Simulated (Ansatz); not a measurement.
Cost and result for the atomization energy of C₂H₉SbSi (`C[CH2][SbH][SiH3]`) (13 atoms, 12 bonds).

```xyz
13

C     1.795    1.466    0.024
C     0.401    0.887   -0.140
Sb    0.030   -0.748    1.253
Si   -2.070   -1.571    0.021
H     1.956    2.304   -0.661
H     2.566    0.720   -0.185
H     1.962    1.836    1.039
H    -0.366    1.637    0.066
H     0.237    0.516   -1.152
H     1.000   -1.861    0.385
H    -2.424   -2.945    0.464
H    -1.878   -1.574   -1.455
H    -3.208   -0.667    0.342
```

The species carries charge 0 and has multiplicity 1. Correlated methods include outer-core shells of Sb, which these sets cover unevenly. Sb takes the def2 core potential. The geometry is a stationary point of PBE0-D4/def2-TZVP. It is one conformer, not always the lowest. Program: Ansatz. All runs use 4 threads of an Arm Neoverse V2 on a shared host. Times are those of one run each, without the atoms' runs, and a repeat can differ threefold. Electronic energies, without spin–orbit coupling; frozen cores. CCSD(T)/CBS adds CCSD(T) − MP2 in def2-TZVPP to the MP2 limit, and its time is that of the two runs behind it. T1 = 0.012. With those shells the extrapolation isn't a true limit. B3LYP takes the VWN-RPA correlation (the form of Gaussian; ORCA's B3LYP/G).

CCSD(T)/CBS is a level of theory with its own doubt, some kJ/mol a heavy atom from the limit and from the frozen cores, so smaller differences don't rank the functionals.

```
                             level  functions  wall time  atomization (kJ/mol)  difference from CCSD(T)/CBS  per bond
            LDA (SPW92)/def2-TZVPP        280      1.8 s                4737.8                        512.2      42.7
                BLYP-D4/def2-TZVPP        280      2.1 s                4200.9                        -24.7      -2.1
   PBE-D4/def2-TZVPP (with forces)        280      2.5 s                4240.0                         14.4       1.2
               BHLYP-D4/def2-TZVPP        280      3.2 s                4152.5                        -73.1      -6.1
r2SCAN-D4/def2-TZVPP (with forces)        280      4.9 s                4207.9                        -17.7      -1.5
 B3LYP-D4/def2-TZVPP (with forces)        280      4.9 s                4230.0                          4.4       0.4
                 B2PLYP/def2-TZVPP        280        6 s                4161.2                        -64.4      -5.4
                  CCSD(T)/def2-SVP        117      7.5 s                3965.7                       -259.9     -21.7
                 B97M-V/def2-TZVPP        280      9.5 s                4237.8                         12.2       1.0
  ωB97M-V/def2-TZVPP (with forces)        280       12 s                4212.2                        -13.4      -1.1
                    MP2/def2-QZVPP        536       25 s                4155.5                        -70.1      -5.8
                CCSD(T)/def2-TZVPP        280    4.6 min                4118.7                       -106.9      -8.9
                 CCSD(T)/CBS(def2)          –      5 min                4225.6                          0.0       0.0
```

The D4 term adds +47.4 kJ/mol with B3LYP and +25.0 kJ/mol with PBE0; it sums over pairs of atoms, weighted by their polarisabilities, and B3LYP, whose exchange is more repulsive, gets the larger term. From BLYP to BHLYP (50 % exact exchange), in def2-TZVPP and without D4, the atomization energy moves by −24.8 kJ/mol: exact exchange takes away binding that semilocal exchange gives to molecules. Leaving LDA and LC-ωPBE aside and taking each functional with its dispersion term where it has one, the values, not all of them listed here, spread over 90.4 kJ/mol, from BHLYP-D4 to ωB97X-V. LDA lies +527.0 kJ/mol from PBE without D4, its usual overbinding.
